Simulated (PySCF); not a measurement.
**MgAs⁺ from Hartree–Fock to correlated methods**

State: ³Σ⁻ (triplet), unpaired electrons π ↑↑. Set-up: Mg aug-pcseg-1, As aug-pcseg-1; no relativity (PySCF 2.14). De refers to Mg⁺ + As in their high-spin ground configurations, without counterpoise correction. The functionals are run spin-unrestricted. A positive dipole points towards As; it is taken about the centre of mass and depends on that origin. Levels whose curve was spin-contaminated or gave no clean fit are not listed.

| Level | Re (Å) | ωe (cm⁻¹) | De (eV) | μ (D) |
| --- | --- | --- | --- | --- |
| ROHF | 2.584 | 291 | 0.045 | -10.10 |
| ROHF-MP2 | 2.597 | 290 | 0.80 | n/a |
| ROHF-SCS-MP2 | 2.613 | 279 | 0.85 | n/a |
| ROHF-CCSD | 2.664 | 246 | 0.97 | n/a |
| ROHF-CCSD(T) | 2.674 | 241 | 1.05 | n/a |
| PBE | 2.602 | 269 | 1.61 | -8.41 |
| BLYP | 2.620 | 260 | 1.62 | -8.19 |
| r²SCAN | 2.580 | 276 | 1.38 | -8.99 |
| PBE0 | 2.586 | 274 | 1.41 | -8.83 |
| M06 | 2.580 | 273 | n/a | -8.63 |
| CAM-B3LYP | 2.569 | 278 | 1.38 | -8.82 |

**Question.** Which functional lies closest to ROHF-CCSD(T) in De, which farthest, and by how much do they differ from it?

**Answer.** Closest is r²SCAN (-9.4 pm in Re, +14.5 % in ωe, +0.33 eV in De against ROHF-CCSD(T) in the same basis), farthest BLYP (-5.4 pm in Re, +7.9 % in ωe, +0.57 eV in De). CCSD(T) converges more slowly with the basis than the functionals do and binds too weakly in this one, so the order can change at the basis-set limit.

**Question.** What does a quarter of exact exchange do here, going from PBE to PBE0?

**Answer.** PBE0 less PBE: -1.6 pm in Re, +1.9 % in ωe, -0.20 eV in De. Exact exchange removes part of the self-interaction that spreads semilocal densities, and in most molecules shortens and stiffens the bond and lowers De; so it does here.

**Question.** What does the step from GGA to meta-GGA do here, going from PBE to r²SCAN?

**Answer.** r²SCAN less PBE: -2.2 pm in Re, +2.6 % in ωe, -0.23 eV in De. 

Correlated steps freeze 10 core orbitals. Correlated levels converge slowly with the basis: in double zeta they bind strong bonds too weakly, by up to about 1 eV, and carry superposition errors of some tenths. Spin–orbit coupling is left out. For an ion De counts to the pair picked by the measured ionisation energies or electron affinities, which need not be the lowest pair at this level. UHF is strongly spin-contaminated for MgAs⁺, so the ROHF reference used there is far from stable. The state is the lowest determinant that a PBE0 search found; another state may lie lower at other levels.
